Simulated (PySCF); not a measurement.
C8H7Br, SMILES Brc1cccc(c1)C=C (GFN2-xTB optimised geometry):

```
16

C      1.380     2.492     0.000
C      1.850     1.251     0.000
C      1.067     0.020     0.000
C      1.732    -1.207     0.000
C      1.032    -2.399     0.000
C     -0.352    -2.399     0.000
C     -1.012    -1.181     0.000
Br    -2.922    -1.159     0.000
C     -0.328     0.018     0.000
H      2.045     3.339     0.000
H      0.329     2.722     0.000
H      2.922     1.095     0.000
H      2.812    -1.223     0.000
H      1.563    -3.339     0.000
H     -0.909    -3.323     0.000
H     -0.879     0.944     0.000
```

Calculation: B3LYP/def2-TZVP (PySCF).

What are the frontier orbital energies and the dipole moment?

HOMO-2 -8.02 eV, HOMO-1 -7.03 eV, HOMO -6.62 eV, LUMO -1.57 eV, LUMO+1 -0.75 eV; dipole moment 1.83 D.

Meta-Löwdin charges at B3LYP/def2-TZVP: C1 -0.25, C2 -0.10, C3 0.02, C4 -0.12, C5 -0.11, C6 -0.12, C7 0.00, Br8 -0.05, C9 -0.12, H10 0.13, H11 0.12, H12 0.11, H13 0.12, H14 0.12, H15 0.13, H16 0.13.
